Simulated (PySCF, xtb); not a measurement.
CH7FN2Si, SMILES F[Si@@H](N)NC. One conformer was computed; it need not be the lowest.

Harmonic wavenumbers (cm⁻¹) from xtb 6.7.1 with GFN2-xTB at its own minimum, in rising order: 70, 124, 156, 189, 247, 267, 325, 460, 497, 646, 713, 767, 777, 867, 923, 1068, 1114, 1177, 1370, 1425, 1494, 1506, 1515, 2292, 2895, 2969, 3024, 3456, 3487, 3527.

### Question
What does r2SCAN-D4/def2-SVP (PySCF 2.14.0) give at its own minimum? (Estimate from the structure and the level; the computed values follow.)

### Answer
97, 150, 194, 228, 288, 336, 363, 412, 511, 757, 773, 810, 867, 914, 956, 1091, 1142, 1162, 1399, 1445, 1466, 1503, 1534, 2234, 2992, 3062, 3118, 3590, 3592, 3695. Paired by order, the mean absolute difference is 55 cm⁻¹ and the zero-point energies are 56.3 and 58.2 kcal/mol.
